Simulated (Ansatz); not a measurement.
Clusters of 7 atoms, halide: gap (eV) at several levels, gas phase, relaxed structures; Ansatz. Clusters are the lowest isomers that short searches found in that spin, judged at the geometry's level. Core potentials for Ag, Cd, Cs in the def2 sets, no spin–orbit coupling. HOMO and LUMO are taken over both spins. The structures are stationary points that may keep the symmetry of their start. Remarks come from the PBE and PBE0 runs and from stability tests at other levels; not every state was tested. HOMO above LUMO (over both spins in singlets and doublets, within one spin in higher multiplets; at PBE or PBE0), or a gap under 0.15 eV within one spin, warns that the state may not be the lowest or that an electron is smeared out.

```
species    state            geometry  PBE-D4/def2-SVP  PBE-D4/def2-TZVP  PBE0-D4/def2-SVP  PBE0-D4/def2-TZVP                                                remarks
 Cd3F4⁺  doublet  r2SCAN-D4/def2-SVP             0.45              0.46              1.55               1.57                                                      –
  Cu3F4  doublet  r2SCAN-D4/def2-SVP             0.01              0.05              1.65               1.63  near-degenerate levels, gap within one spin near zero
 Ag4F3⁺  singlet  r2SCAN-D4/def2-SVP             2.14              2.12              4.78               4.78                                                      –
  Li4H3  doublet    PBE-D4/def2-TZVP             1.06              1.09              2.21               2.26                                                      –
 Li3Br4  doublet  r2SCAN-D4/def2-SVP             0.48              0.58              2.51               2.62                                                      –
 Zn3F4⁺  doublet  r2SCAN-D4/def2-SVP             0.50              0.51              1.81               1.83                                                      –
  Cs4F3  doublet     PBE-D4/def2-SVP             0.36              0.40              1.12               1.19                                                      –
```

(1) Estimate the column for r2SCAN-D4/def2-TZVP.

(1) Cd3F4⁺ 0.65; Cu3F4 0.14; Ag4F3⁺ 2.60; Li4H3 1.51; Li3Br4 0.96; Zn3F4⁺ 0.97; Cs4F3 0.61.
